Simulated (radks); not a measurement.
Results of a calculation; reference values are marked as such.
Problem. Tc18+, configuration [Ar] 3d7. Level of theory: Dirac Kohn-Sham, XLYP, spin-unpolarised, spherical densities, finite nucleus; open shells fill j = l - 1/2 first; Fermi nuclear charge, rms radius 4.4112 fm (a radial shooting solver on a logarithmic mesh with Libxc functionals). Some entries of the table are withheld. Estimate them.

orbital  occ.  eigenvalue (hartree)  <r> (bohr)  <1/r> (bohr^-1)
1s1/2       2             -787.1234     0.03428            44.71
2s1/2       2             -129.4398         (1)            10.23
2p1/2       2             -121.0252      0.1267            10.20
2p3/2       4             -116.6570      0.1314            9.690
3s1/2       2             -37.11776      0.3996            3.663
3p1/2       2             -33.91475      0.3898            3.580
3p3/2       4             -33.10353      0.3989            3.458
3d3/2       4             -27.59493      0.3655            3.311
3d5/2       3             -27.42938      0.3683            3.280
4s1/2       0             -16.71378      0.8493            1.674
4p1/2       0             -15.52434      0.8648            1.618
4p3/2       0             -15.30130      0.8781            1.582
4d3/2       0                   (2)      0.8974            1.481
4d5/2       0                   (3)      0.9010            1.473
4f5/2       0             -11.30992      0.8875            1.292
4f7/2       0             -11.30192      0.8886            1.290

Solution. 
(1) 2s1/2 <r> (bohr): 0.1489
(2) 4d3/2 eigenvalue (hartree): -13.35469
(3) 4d5/2 eigenvalue (hartree): -13.31023
